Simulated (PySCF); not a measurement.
Job file and geometry (Å, from PBE0-D3(BJ)/def2-SVP) of an NMR shielding run on `C(C)(=O)N[SiH]1C[SiH2]C1`, C₄H₁₁NOSi₂, GIAO PBE0/pcSseg-1 NMR shielding, non-relativistic, gas phase (PySCF); density fitting, a coarse starting grid and PySCF grid level 2 are the driver's defaults:

```
$ OMP_NUM_THREADS=1 python probes_run.py task.json out

{"job": {"kind": "nmr", "xc": "PBE0", "basis": "pcSseg-1"}, "charge": 0, "multiplicity": 1}
C      3.128724     0.381615     0.920009
C      1.971693    -0.333614     0.267999
O      1.935122    -1.541928     0.119044
N      0.930811     0.437626    -0.169534
Si    -0.436785    -0.387980    -0.942398
C     -1.816478     0.910775    -1.058706
Si    -2.485785     0.187535     0.574207
C     -1.442801    -1.379595     0.312119
H      2.783710     0.993379     1.767647
H      3.617167     1.054661     0.198204
H      3.855027    -0.359350     1.272705
H      0.974042     1.441716    -0.041269
H      0.003257    -1.055577    -2.200280
H     -1.563569     1.979046    -1.122892
H     -2.507655     0.674741    -1.886109
H     -2.045962     0.983658     1.762001
H     -3.968347    -0.001865     0.649930
H     -0.897731    -1.837542     1.148347
H     -2.034829    -2.164851    -0.188741
```

**Question.** Write the output of this run.

**Answer.** 
```
coarse grid: 16560 points
cycle   1  E = -867.1969636693  dE =  9.435e-01  |g| = 9.333e-01  |ddm| = 3.924e+00
cycle   2  E = -866.7290421121  dE =  4.679e-01  |g| = 1.778e+00  |ddm| = 2.604e+00
cycle   3  E = -867.3618008879  dE = -6.328e-01  |g| = 3.003e-01  |ddm| = 2.039e+00
cycle   4  E = -867.3802197623  dE = -1.842e-02  |g| = 7.475e-02  |ddm| = 2.776e-01
cycle   5  E = -867.3813398583  dE = -1.120e-03  |g| = 2.334e-02  |ddm| = 7.286e-02
cycle   6  E = -867.3814601287  dE = -1.203e-04  |g| = 5.356e-03  |ddm| = 2.120e-02
cycle   7  E = -867.3814660724  dE = -5.944e-06  |g| = 1.619e-03  |ddm| = 5.798e-03
final grid: 149976 points
cycle   8  E = -867.4361109816  dE = -1.143e-05  |g| = 1.367e-02  |ddm| = 2.371e-02
cycle   9  E = -867.4360207225  dE =  9.026e-05  |g| = 2.554e-02  |ddm| = 2.898e-02
cycle  10  E = -867.4361480463  dE = -1.273e-04  |g| = 2.810e-03  |ddm| = 1.987e-02
cycle  11  E = -867.4361497948  dE = -1.749e-06  |g| = 2.606e-04  |ddm| = 2.621e-03
cycle  12  E = -867.4361498082  dE = -1.338e-08  |g| = 1.136e-04  |ddm| = 3.757e-04
cycle  13  E = -867.4361498112  dE = -2.966e-09  |g| = 2.849e-05  |ddm| = 1.244e-04
cycle  14  E = -867.4361498113  dE = -1.614e-10  |g| = 8.064e-06  |ddm| = 3.235e-05
converged SCF energy = -867.4361498113

GIAO shielding tensors (ppm)
atom      isotropic    diamagn.    paramagn.     s11        s22        s33       span
  0 C      160.423     249.333     -88.910    135.561    152.689    193.019     57.459
  1 C        7.275     247.603    -240.327    -78.134      5.464     94.495    172.629
  2 O     -135.257     403.991    -539.247   -449.280   -238.328    281.838    731.118
  3 N      134.976     332.992    -198.016     34.876    141.930    228.121    193.245
  4 Si     359.500     882.306    -522.806    335.641    360.932    381.928     46.287
  5 C      187.237     260.757     -73.520    174.391    186.562    200.757     26.366
  6 Si     383.995     880.586    -496.591    353.838    373.342    424.804     70.966
  7 C      182.951     259.975     -77.025    171.318    180.291    197.244     25.926
  8 H       29.264      29.168       0.096     25.554     28.908     33.329      7.775
  9 H       29.184      27.327       1.857     25.681     28.207     33.664      7.983
 10 H       29.432      26.497       2.935     25.504     27.729     35.063      9.559
 11 H       26.996      37.494     -10.498     21.703     29.297     29.989      8.286
 12 H       25.554      30.226      -4.672     22.030     23.528     31.105      9.075
 13 H       31.205      32.811      -1.605     26.317     28.180     39.118     12.801
 14 H       30.793      30.716       0.077     26.859     27.867     37.655     10.796
 15 H       26.572      30.319      -3.747     23.961     24.624     31.132      7.171
 16 H       26.357      28.642      -2.284     22.713     24.042     32.315      9.602
 17 H       30.473      33.133      -2.659     25.752     28.020     37.648     11.896
 18 H       30.770      30.931      -0.160     26.779     28.092     37.440     10.661
```

Size and cost of the density-fitted run: 205 basis functions, 40 s wall time on 1 thread of an Arm Neoverse V1, shared host; peak memory 0.88 GiB.
